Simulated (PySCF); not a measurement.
C2H4BFO. Atoms are numbered in the order given.

```xyz
9

B      0.2462     0.2550     0.4089
F      1.3897     0.3926     1.0753
C      0.1962    -0.7384    -0.7997
C     -0.8940    -0.9722    -1.5398
H      1.1156    -1.2790    -1.0554
H     -0.9000    -1.6742    -2.3800
H     -1.8518    -0.4715    -1.3463
O     -0.7901     1.0011     0.8452
H     -1.5939     0.8713     0.3341
```

Coordinates come from a PBE0-D3(BJ)/def2-SVP optimisation. The values are those of a single conformer.

Method: PySCF with CAM-B3LYP/def2-TZVP.

Gas-phase values at a fixed geometry.

Computed frontier levels, gap, dipole moment and polarisability:
The highest occupied level is -9.77 eV. The lowest empty level is -0.14 eV, the orbital gap is 9.63 eV and the dipole moment is 3.09 D. The quadrupole, principal values (traceless, Buckingham form, about the centre of nuclear charge) is -2.71, -1.36, 4.07 D·Å and the mean static polarisability is 40.5 bohr³ (6.00 Å³). The polarisability, principal values is 27.4, 40.7, 53.3 bohr³.
